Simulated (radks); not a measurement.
Results of a calculation; reference values are marked as such.
Q: Level of theory: scalar-relativistic Kohn-Sham, r2SCAN, spin-polarised, spherical densities, finite nucleus; open shells are filled with parallel spins first (spin-orbit coupling, left out, can overturn this in heavy ions); meta-GGA in the generalised Kohn-Sham scheme; Fermi nuclear charge, rms radius of each element as measured or else 0.836 A^(1/3) + 0.57 fm (a radial shooting solver on a logarithmic mesh with Libxc functionals). Each species is in its NIST ground configuration. Rank Cu+, Ag+, Au+ by Delta-SCF ionisation energy (eV), largest first.

A: Ag+ 22.060, Au+ 21.161, Cu+ 21.032.
